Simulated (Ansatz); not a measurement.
Ga (SMILES [Ga-]), charge -1, triplet (a gas-phase anion, which may not be bound at this level). Base run: B3LYP/def2-SVP (Ansatz, a quantum-chemistry and plane-wave program).

Input for Ansatz:
Ansatz 0.2 input:
```yaml
crystal:
  periodic: [false, false, false]
  atoms:
    - {symbol: Ga, position_ang: [0.00000000, 0.00000000, 0.00000000]}
basis:
  gaussian:
    orbitals: def2-SVP
hamiltonian:
  xc: b3lyp
total_charge: -1
magnetization: {spin_polarized: true, initial_magnetization: 2}
```

Variants of this job, named by their change:

```csv
change,ΔE vs base (mEh)
base,0.000
"final_grid = 10, 20, 41",0.000
"point_charge = charge:0.5 position_ang:0.4108, 2.149, 2.0525",-99.444
fitting.mean_field = def2-universal-JKFIT,-0.004
"point_charge = charge:1.0 position_ang:0.1013, -1.6723, -2.4886",-210.9
lower_state_search = off,0.000
"final_grid = 4, 8, 17",-0.035
accuracy = high,0.000
lower_state_search = light,0.000
"point_charge = charge:-1.0 position_ang:-2.0836, 0.3075, -2.1364",130.4
"final_grid = 14, 28, 59",0.000
```

A gas-phase anion may not be bound at this level; its values then depend on the basis.
